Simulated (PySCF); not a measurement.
# Static response to an electric field

Species: C4H9ClSi.
Cartesian coordinates in Å at the GFN2-xTB level; atoms count from 1:
```xyz
15
C4H9ClSi angstrom
C      2.4561    0.9181   -0.0401
C      1.5807   -0.0732    0.0306
Si     0.3185   -0.4956   -1.2967
C     -1.3719   -0.7405   -0.4186
C     -1.8450    0.4579    0.3784
Cl    -1.1770   -2.1452    0.6891
H      3.1671    1.1223    0.7464
H      2.5016    1.5745   -0.8941
H      1.5866   -0.6995    0.9158
H      0.6481   -1.7524   -1.9717
H      0.1625    0.6019   -2.2586
H     -2.1476   -1.0482   -1.1215
H     -1.0979    0.7508    1.1132
H     -2.0092    1.2935   -0.2997
H     -2.7769    0.2436    0.8998
```

Level: B3LYP/def2-SVPD (PySCF), static field, nuclei fixed, core orbitals frozen in the response. The polarisability tensor in these axes (au):

```
x   96.11 11.77 -1.31
y   11.77 92.30 -3.83
z   -1.31 -3.83 83.22
```

Problem. What are the eigenvalues, a third of the trace, and Δα (Δα² = ½Σ(αi − αj)² over the three pairs)?

Solution. Principal values 80.44, 84.55 and 106.65 au; mean 90.54 au = 13.42 Å³ = 14.93 × 10⁻⁴⁰ C²·m²/J; Δα = 24.42 au (27 % of the mean).

Problem. What is the dipole moment, and where does it point?

Solution. (0.09, 1.81, -0.69) D, 1.94 D in size, pointing from the negative to the positive side. Measured along this direction, the outermost atoms are Cl6 at the negative end and H8 at the positive end.

Problem. In TDDFT the mean static polarisability is Σ f/ω² over all singlet excitations (ω in hartree). How much of it do the 8 lowest give? Their energies (eV) and oscillator strengths: 6.06, 0.0355; 6.57, 0.0188; 6.62, 0.0017; 6.82, 0.0246; 7.02, 0.1367; 7.12, 0.0073; 7.14, 0.0164; 7.23, 0.1097.

Solution. They add up to 5.41 au, 6.0 % of the 90.54 au; the largest single term is 2.05 au, from the state at 7.02 eV. Terms in order: 0.72, 0.32, 0.03, 0.39, 2.05, 0.11, 0.24, 1.55 au. Higher excitations give the rest. The strengths listed sum to 0.351.

Problem. Find the Langevin capture rate constant for H3O+ (19.018 u) meeting this molecule (120.016 u), k = 2.342 × 10⁻⁹ cm³/s × √(α in Å³ / reduced mass in u).

Solution. The reduced mass is 16.42 u, so k = 2.12 × 10⁻⁹ cm³/s. The formula leaves out the permanent dipole, which adds to the capture rate.

Problem. Refractivity n − 1 of an ideal gas of it at 500 K and 1 atm, from the electronic α?

Solution. N = p/kT = 1.4678 × 10¹⁹ cm⁻³, so n − 1 = 2π × N × 13.42 × 10⁻²⁴ cm³ = 1237 × 10⁻⁶ at long wavelengths, for an ideal gas.

The structure is a single GFN2-xTB conformer in the gas phase; no vibrational or solvent corrections.
